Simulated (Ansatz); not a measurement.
Sn₁₃OH₁₈⁺. Charge 1, multiplicity 2. Geometry r2SCAN-D4/def2-SVP; atoms count from 1.

Cartesian coordinates in Å:
```
Sn 2.1335 -0.3055 -2.0674
Sn -4.7286 -1.2270 0.8280
Sn -0.9125 0.7192 -2.6432
Sn -0.7328 -3.6366 0.1377
Sn 2.7251 -0.2169 2.3412
Sn -1.0132 1.1071 0.2711
Sn 3.1547 3.7197 -0.5489
Sn -3.0158 -2.4798 -1.0174
Sn 1.8622 -2.9364 -0.4052
Sn 3.6197 1.0038 -0.0212
Sn -3.5189 1.1975 1.5270
Sn 1.5488 3.4614 -2.9120
Sn 0.1683 -1.1219 1.5779
O 1.1353 1.4511 -2.8181
H 0.3400 -0.8228 -2.1762
H 2.7390 -0.9637 -3.5336
H -4.8748 -2.3261 2.1340
H -6.2416 -1.0682 0.0391
H -1.0759 -4.6675 1.4750
H 3.8726 -1.3883 2.8363
H 2.5637 1.0104 3.5285
H -0.0290 2.4219 0.8432
H 4.6080 4.5549 -0.8933
H 2.2825 4.5120 0.6952
H -2.2941 -1.2713 -2.0684
H -3.7025 -3.6307 -2.0908
H 2.6777 -3.7234 0.9244
H 5.2064 0.5738 -0.5388
H -4.4829 2.4995 0.9651
H -3.3681 1.2842 3.2326
H -0.1390 3.9166 -2.7012
H -0.5080 -1.6471 3.0795
```

In the def2 sets Sn takes a core potential; there is no spin–orbit coupling. Single mean-field runs in def2-TZVP are fitted with def2-universal-jkfit.

Estimate the Mulliken populations of the heavy atoms from the PBE0/def2-TZVP orbitals of Ansatz.


| atom | charge (e) | spin (α − β) |
| --- | --- | --- |
| Sn1 | 0.38 | 0.00 |
| Sn2 | 0.07 | 0.00 |
| Sn3 | 0.38 | 0.00 |
| Sn4 | 0.11 | 0.00 |
| Sn5 | 0.09 | 0.01 |
| Sn6 | 0.00 | 0.00 |
| Sn7 | 0.08 | 0.22 |
| Sn8 | 0.10 | 0.00 |
| Sn9 | 0.04 | 0.00 |
| Sn10 | 0.09 | 0.03 |
| Sn11 | 0.06 | 0.00 |
| Sn12 | 0.49 | 0.62 |
| Sn13 | -0.04 | 0.00 |
| O14 | -0.85 | 0.03 |
Mulliken values depend strongly on the basis.

Where does the spin sit?

Summed by element: Sn 0.87, O 0.03, H 0.10, of 1 unpaired in all. Largest on single atoms: Sn12 0.62, Sn7 0.22, H31 0.06.

And the Mayer bond orders between heavy atoms (over 0.3)?

Sn1–Sn9 0.49 (3.12 Å); Sn1–Sn10 0.78 (2.85 Å); Sn1–O14 0.45 (2.16 Å); Sn2–Sn8 0.84 (2.81 Å); Sn2–Sn11 0.87 (2.80 Å); Sn3–Sn6 0.83 (2.94 Å); Sn3–O14 0.45 (2.18 Å); Sn4–Sn8 0.84 (2.81 Å); Sn4–Sn9 0.99 (2.74 Å); Sn4–Sn13 0.55 (3.03 Å); Sn5–Sn10 0.83 (2.81 Å); Sn5–Sn13 0.81 (2.82 Å); Sn6–Sn11 0.84 (2.80 Å); Sn6–Sn13 0.83 (2.84 Å); Sn7–Sn10 0.83 (2.81 Å); Sn7–Sn12 0.82 (2.87 Å); Sn9–Sn13 0.46 (3.18 Å); Sn12–O14 0.66 (2.05 Å).
